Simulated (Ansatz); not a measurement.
The same hydrolysis along the group B, Al, In.

Computed with Ansatz on PBE0-D4/def2-TZVP structures; ΔE is electronic, products minus reactants. CCSD(T)/CBS adds triple-zeta CCSD(T) − MP2 to the extrapolated MP2 energy (def2 sets, frozen cores). This one scheme is used for every species. Functionals use def2-TZVPP. Elements past krypton have def2 core potentials. For In outer-core shells are correlated without core-valence functions, which leaves a few kJ/mol of doubt a bond. Each species was taken in one conformer, which may not be the lowest.

```
                                               reaction  PBE-D4 (kJ/mol)
                      `SB(S)Cl` + H₂O → `OB(S)Cl` + H₂S              -50
`[SH][Al]([SH])[Cl]` + H₂O → `[OH][Al]([SH])[Cl]` + H₂S              -15
`[SH][In]([SH])[Cl]` + H₂O → `[OH][In]([SH])[Cl]` + H₂S               64
```

Q: Give the CCSD(T)/CBS values in the same order. (Best estimate.)

A: Ansatz gave: -54, -21, 65 kJ/mol.

Largest T1 diagnostic: 0.015, for `[OH][In]([SH])[Cl]`.
